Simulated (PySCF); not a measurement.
Species: BF3H3P.
SMILES with atom numbers: `[BH3-:1][P+:2]([F:3])([F:4])[F:5]` (hydrogens: H6, H7, H8 on B1)

A GFN2-xTB structure was refined with PBE0-D3(BJ)/def2-SVP geometry optimisation, gas phase in PySCF 2.14.0. Its GFN2-xTB values:

| coordinate | GFN2-xTB |
| --- | --- |
| B1–P2 | 1.899 Å |
| B1–H6 | 1.148 Å |
| P2–F3 | 1.597 Å |
| B1–P2–F3 | 121.9° |
| F3–P2–F4 | 95.3° |

Question: How do these coordinates change at the PBE0-D3(BJ)/def2-SVP level?

Answer: 
```tsv
coordinate	PBE0-D3(BJ)/def2-SVP (Å or °)	change
B1–H6	1.216	+0.068
B1–P2	1.835	-0.064
P2–F3	1.571	-0.026
F3–P2–F4	99.8	+4.5
B1–P2–F3	118.2	-3.7
```

The energy falls by 5.6 kcal/mol over 13 energy and gradient evaluations, the largest force component goes from 0.0337 to 4.5e-04 Eh/bohr, and the atoms move by 0.087 Å rms after alignment. The bond that changes most is B1–H6 (four-coordinate boron to B–H hydrogen), which lengthens by 0.068 Å. Bonds longer at the end by more than 0.005 Å: 3 of 7; shorter: 4. Rotational constants go from 4694, 3537, 3517 to 4438, 3721, 3714 MHz.

The run used 89 basis functions and 77 SCF cycles in all. The run took 31 s on an Arm Neoverse V1 with one thread, on a shared host, and the process peaked at 0.38 GiB of memory.

PBE0-D3(BJ)/def2-SVP frequencies: not computed here.
